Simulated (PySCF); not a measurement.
Sb(H)2(Me) (CH5Sb), SMILES [CH3][SbH2].

Geometry optimised at PBE0-D3(BJ)/def2-TZVP. The def2 effective core potentials stand for the cores of Sb; spin–orbit coupling is left out.

All values below come from PySCF with r2SCAN/def2-TZVPD.

Symmetry labels are those of the subgroup Cs that the program uses (full group Cs).

Computed valence orbital energies around the gap with their symmetry:
```json
[
 {"orbital": "HOMO−7", "symmetry": "A'", "energy (eV)": "-33.24"},
 {"orbital": "HOMO−6", "symmetry": "A'", "energy (eV)": "-18.19"},
 {"orbital": "HOMO−5", "symmetry": "A'", "energy (eV)": "-14.09"},
 {"orbital": "HOMO−4", "symmetry": "A\"", "energy (eV)": "-10.43"},
 {"orbital": "HOMO−3", "symmetry": "A'", "energy (eV)": "-10.39"},
 {"orbital": "HOMO−2", "symmetry": "A\"", "energy (eV)": "-8.28"},
 {"orbital": "HOMO−1", "symmetry": "A'", "energy (eV)": "-7.95"},
 {"orbital": "HOMO", "symmetry": "A'", "energy (eV)": "-6.27"},
 {"orbital": "LUMO", "symmetry": "A'", "energy (eV)": "-0.73"},
 {"orbital": "LUMO+1", "symmetry": "A\"", "energy (eV)": "-0.41"},
 {"orbital": "LUMO+2", "symmetry": "A'", "energy (eV)": "0.41"},
 {"orbital": "LUMO+3", "symmetry": "A'", "energy (eV)": "1.51"}
]
```
